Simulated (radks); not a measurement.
Question: Isoelectronic series with 14 electrons, all held in the configuration [Ne] 3s2 3p2, which need not be the ground one along the series. Calculated with a radial shooting solver on a logarithmic mesh with Libxc functionals: scalar-relativistic Kohn-Sham, LDA (Slater exchange, Perdew-Wang correlation), spin-polarised, spherical densities, point nucleus; open shells are filled with parallel spins first. Total energies (hartree) and orbital eigenvalues (hartree):

ion   E (hartree)     3p up   3s down     3s up
Si     -288.84566  -0.16959  -0.36367  -0.41812
P+     -340.46083  -0.55100  -0.81221  -0.88448
S2+    -396.61518  -1.06460  -1.39448  -1.48279
Cl3+   -457.30323  -1.70151  -2.10090  -2.20438
Ar4+   -522.52639  -2.45762  -2.92732  -3.04543
K5+    -592.28968  -3.33069  -3.87154  -4.00395
Ca6+   -666.60044  -4.31937  -4.93231  -5.07880

Estimate the row of Sc7+.

Answer: E (hartree) -745.46764; 3p up -5.42280; 3s down -6.10892; 3s up -6.26933.
